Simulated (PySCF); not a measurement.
Species: trifluoro(hydroxy)silane, sum formula HSiOF3, charge 0, multiplicity 1. 
Coordinates optimised at B3LYP-D3(BJ)/def2-TZVP (Ansatz):
```
Si
F 1 1.5705
F 1 1.5778 2 108.73
F 1 1.5778 2 108.77 3 115.93
O 1 1.6083 2 107.63 3 -122.04
H 5 0.9599 1 121.09 2 -179.33
```

Dispersion corrections to the total energy (kcal/mol) from the dftd3 and dftd4 libraries through PySCF: D3(BJ) without and D4 with the three-body term, each with the damping fitted for the functional named.

```csv
functional,D3(BJ),D4
TPSS,-2.46,___
HF,-18.00,-9.47
revPBE,-5.03,-8.16
BHLYP,-2.81,___
BP86,-3.15,-3.20
CAM-B3LYP,-1.50,___
PBE,-1.95,-2.46
```

Problem. What belongs in the gaps?

Solution. 
- TPSS, D4: -3.33
- BHLYP, D4: -2.90
- CAM-B3LYP, D4: -2.03
